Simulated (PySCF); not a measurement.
## Fractional electron number in In+ (indium, charge +1)

The 5s beta orbital of [Kr] 4d10 5s2 is emptied in steps (occupation f), with all orbitals relaxed, ending at [Kr] 4d10 5s1. All numbers are calculated (PySCF 2.14, a scalar-relativistic core potential, in def2-TZVP with the def2 core potential (28 electrons) (6s5p3d2f, 50 functions)). The exact energy is a straight line in f; departures are measured from the line between the end points of the same method.

```json
{"f": "1", "UHF (eV)": "0.000", "LDA (eV)": "0.000", "PBE (eV)": "0.000", "PBE0 (eV)": "0.000", "r2SCAN (eV)": "0.000", "LC-wPBE (eV)": "0.000", "BHandHLYP (eV)": "0.000", "wB97X (eV)": "0.000", "B3LYP (eV)": "0.000", "HSE06 (eV)": "0.000"}
{"f": "0.9", "UHF (eV)": "0.024", "LDA (eV)": "-0.373", "PBE (eV)": "-0.368", "PBE0 (eV)": "-0.266", "r2SCAN (eV)": "-0.325", "LC-wPBE (eV)": "-0.025", "BHandHLYP (eV)": "-0.181", "wB97X (eV)": "-0.071", "B3LYP (eV)": "-0.297", "HSE06 (eV)": "-0.299"}
{"f": "0.7", "UHF (eV)": "0.055", "LDA (eV)": "-0.871", "PBE (eV)": "-0.862", "PBE0 (eV)": "-0.622", "r2SCAN (eV)": "-0.758", "LC-wPBE (eV)": "-0.060", "BHandHLYP (eV)": "-0.425", "wB97X (eV)": "-0.164", "B3LYP (eV)": "-0.696", "HSE06 (eV)": "-0.699"}
{"f": "0.5", "UHF (eV)": "0.063", "LDA (eV)": "-1.039", "PBE (eV)": "-1.031", "PBE0 (eV)": "-0.742", "r2SCAN (eV)": "-0.899", "LC-wPBE (eV)": "-0.074", "BHandHLYP (eV)": "-0.511", "wB97X (eV)": "-0.191", "B3LYP (eV)": "-0.833", "HSE06 (eV)": "-0.834"}
{"f": "0.3", "UHF (eV)": "0.052", "LDA (eV)": "-0.874", "PBE (eV)": "-0.869", "PBE0 (eV)": "-0.625", "r2SCAN (eV)": "-0.753", "LC-wPBE (eV)": "-0.066", "BHandHLYP (eV)": "-0.434", "wB97X (eV)": "-0.151", "B3LYP (eV)": "-0.703", "HSE06 (eV)": "-0.703"}
{"f": "0.1", "UHF (eV)": "0.022", "LDA (eV)": "-0.375", "PBE (eV)": "-0.373", "PBE0 (eV)": "-0.268", "r2SCAN (eV)": "-0.322", "LC-wPBE (eV)": "-0.031", "BHandHLYP (eV)": "-0.189", "wB97X (eV)": "-0.053", "B3LYP (eV)": "-0.304", "HSE06 (eV)": "-0.302"}
{"f": "0", "UHF (eV)": "0.000", "LDA (eV)": "0.000", "PBE (eV)": "0.000", "PBE0 (eV)": "0.000", "r2SCAN (eV)": "0.000", "LC-wPBE (eV)": "0.000", "BHandHLYP (eV)": "0.000", "wB97X (eV)": "0.000", "B3LYP (eV)": "0.000", "HSE06 (eV)": "0.000"}
```

```
   method  E(f=0) − E(f=1) (eV)  −ε at f=1 (eV)  −ε at f=0.5 (eV)
      UHF                17.007          17.281            16.998
      LDA                19.506          15.373            19.499
      PBE                19.057          14.983            19.034
     PBE0                18.724          15.778            18.714
   r2SCAN                18.804          15.188            18.835
  LC-wPBE                18.506          18.223            18.486
BHandHLYP                18.579          16.576            18.553
    wB97X                18.883          18.092            18.920
    B3LYP                19.087          15.797            19.065
    HSE06                18.773          15.449            18.758
```

Orbital energy along the path (eV):

```json
{"f": "1", "UHF": "-17.281", "LDA": "-15.373", "PBE": "-14.983", "PBE0": "-15.778", "r2SCAN": "-15.188", "LC-wPBE": "-18.223", "BHandHLYP": "-16.576", "wB97X": "-18.092", "B3LYP": "-15.797", "HSE06": "-15.449"}
{"f": "0.9", "UHF": "-17.219", "LDA": "-16.189", "PBE": "-15.781", "PBE0": "-16.359", "r2SCAN": "-15.914", "LC-wPBE": "-18.279", "BHandHLYP": "-16.965", "wB97X": "-18.252", "B3LYP": "-16.442", "HSE06": "-16.112"}
{"f": "0.7", "UHF": "-17.103", "LDA": "-17.837", "PBE": "-17.396", "PBE0": "-17.531", "r2SCAN": "-17.365", "LC-wPBE": "-18.384", "BHandHLYP": "-17.751", "wB97X": "-18.583", "B3LYP": "-17.745", "HSE06": "-17.435"}
{"f": "0.5", "UHF": "-16.998", "LDA": "-19.499", "PBE": "-19.034", "PBE0": "-18.714", "r2SCAN": "-18.835", "LC-wPBE": "-18.486", "BHandHLYP": "-18.553", "wB97X": "-18.920", "B3LYP": "-19.065", "HSE06": "-18.758"}
{"f": "0.3", "UHF": "-16.902", "LDA": "-21.168", "PBE": "-20.697", "PBE0": "-19.910", "r2SCAN": "-20.240", "LC-wPBE": "-18.608", "BHandHLYP": "-19.378", "wB97X": "-19.241", "B3LYP": "-20.405", "HSE06": "-20.100"}
{"f": "0.1", "UHF": "-16.813", "LDA": "-22.837", "PBE": "-22.376", "PBE0": "-21.109", "r2SCAN": "-21.674", "LC-wPBE": "-18.764", "BHandHLYP": "-20.243", "wB97X": "-19.464", "B3LYP": "-21.774", "HSE06": "-21.456"}
{"f": "0", "UHF": "-16.772", "LDA": "-23.670", "PBE": "-23.195", "PBE0": "-21.681", "r2SCAN": "-22.368", "LC-wPBE": "-18.847", "BHandHLYP": "-20.700", "wB97X": "-19.271", "B3LYP": "-22.473", "HSE06": "-22.101"}
```

As f goes to zero the orbital energy of a semilocal functional can turn back, because the density of that orbital vanishes from the exchange-correlation potential.

Reference removal energy between the ground levels: 18.870 eV (measured; NIST Atomic Spectra Database, ionization energies). UHF lacks correlation.
